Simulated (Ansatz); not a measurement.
A made-up structure of SnH3S (charge +1), closed shell:

S1  (0.311, -1.586, 0.494)
Sn2  (-0.159, 0.434, -0.501)
H3  (0.485, -1.045, 1.718)
H4  (0.028, -2.830, 0.965)
H5  (-0.154, 1.830, 0.441)
(Å)

It is relaxed with PBE-D4/def2-SVP and then PBE0-D4/def2-TZVP (Ansatz 0.2.0). Atoms count as bonded within 1.22 times the sum of their covalent radii (H–H: 0.88 Å). The end point is not checked to be a true minimum.

Does its bonding change? (A judgement: the text doesn't fix the answer.)

The calculation gives: No: no bond forms or breaks.

Where it ends: The first stage lowers the energy by 2.03 eV in 7 steps. It ends as SnH₃S ([SH2][SnH]), total charge +1:
S1  (0.740, -1.455, 0.751)
Sn2  (-0.597, 0.395, -0.718)
H3  (0.313, -1.105, 1.980)
H4  (-0.083, -2.517, 0.646)
H5  (0.138, 1.485, 0.456)
(Å)

Labels in which every atom is bracketed show which atoms are joined, not bond orders.

For scale, one of the runs: PBE0-D4/def2-TZVP relaxation, 105 basis functions, launched by `ansatz run in.yaml --threads 2 --pin off --events-out ev --progress --plain --max-ram 4352MiB`. The run took about 9.5 s on 2 CPU threads of an Arm Neoverse V2 (shared host).
